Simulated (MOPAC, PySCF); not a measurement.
H4GeS, SMILES `[SH][GeH3]`, neutral singlet in the gas phase. 

Cartesian coordinates (Å):
```xyz
6

S      1.5710    -0.4435     0.5527
Ge    -0.5511     0.0237     0.0714
H      2.0517     0.0735    -0.5909
H     -0.9826    -0.6990    -1.2104
H     -0.7436     1.5359    -0.0954
H     -1.3454    -0.4906     1.2727
```
Charge 0, multiplicity 1.

All levels are single points at this geometry (r2SCAN-D4/def2-TZVP); Pople sets use spherical d functions. Orbital energies aren't observables, and empty levels follow the basis.

```json
[
 {"level": "r2SCAN-D4/def2-TZVP in PySCF", "HOMO (eV)": "-6.36", "LUMO (eV)": "-0.60", "gap (eV)": "5.77", "dipole (D)": "1.30", "vertical IE, Delta-SCF (eV)": "–"},
 {"level": "B3LYP/3-21G in PySCF", "HOMO (eV)": "-7.03", "LUMO (eV)": "-0.22", "gap (eV)": "6.81", "dipole (D)": "2.12", "vertical IE, Delta-SCF (eV)": "–"},
 {"level": "B3LYP/6-311+G** (LANL2DZ on Ge) in PySCF", "HOMO (eV)": "-7.08", "LUMO (eV)": "-0.41", "gap (eV)": "6.67", "dipole (D)": "1.67", "vertical IE, Delta-SCF (eV)": "–"},
 {"level": "B3LYP/6-31G* in PySCF", "HOMO (eV)": "-6.92", "LUMO (eV)": "-0.24", "gap (eV)": "6.68", "dipole (D)": "1.58", "vertical IE, Delta-SCF (eV)": "9.57"},
 {"level": "B3LYP/LANL2DZ in PySCF", "HOMO (eV)": "-7.07", "LUMO (eV)": "-0.30", "gap (eV)": "6.77", "dipole (D)": "2.07", "vertical IE, Delta-SCF (eV)": "–"},
 {"level": "BP86/6-31G* in PySCF", "HOMO (eV)": "-6.04", "LUMO (eV)": "-0.91", "gap (eV)": "5.12", "dipole (D)": "1.55", "vertical IE, Delta-SCF (eV)": "–"},
 {"level": "M06-2X/6-31G* in PySCF", "HOMO (eV)": "-8.38", "LUMO (eV)": "0.75", "gap (eV)": "9.13", "dipole (D)": "1.71", "vertical IE, Delta-SCF (eV)": "–"},
 {"level": "PBE/6-31G* in PySCF", "HOMO (eV)": "-5.94", "LUMO (eV)": "-0.85", "gap (eV)": "5.09", "dipole (D)": "1.56", "vertical IE, Delta-SCF (eV)": "9.43"},
 {"level": "SVWN5/6-31G* in PySCF", "HOMO (eV)": "-5.98", "LUMO (eV)": "-1.04", "gap (eV)": "4.94", "dipole (D)": "1.61", "vertical IE, Delta-SCF (eV)": "9.55"},
 {"level": "HF/6-31G* in PySCF", "HOMO (eV)": "-10.10", "LUMO (eV)": "2.91", "gap (eV)": "13.01", "dipole (D)": "1.81", "vertical IE, Delta-SCF (eV)": "8.67"},
 {"level": "HF/STO-3G in PySCF", "HOMO (eV)": "-7.10", "LUMO (eV)": "10.17", "gap (eV)": "17.28", "dipole (D)": "1.16", "vertical IE, Delta-SCF (eV)": "–"},
 {"level": "AM1 in MOPAC", "HOMO (eV)": "-9.34", "LUMO (eV)": "-1.39", "gap (eV)": "7.95", "dipole (D)": "2.41", "vertical IE, Delta-SCF (eV)": "–"},
 {"level": "PM7 in MOPAC", "HOMO (eV)": "-9.31", "LUMO (eV)": "-1.62", "gap (eV)": "7.70", "dipole (D)": "2.50", "vertical IE, Delta-SCF (eV)": "–"}
]
```
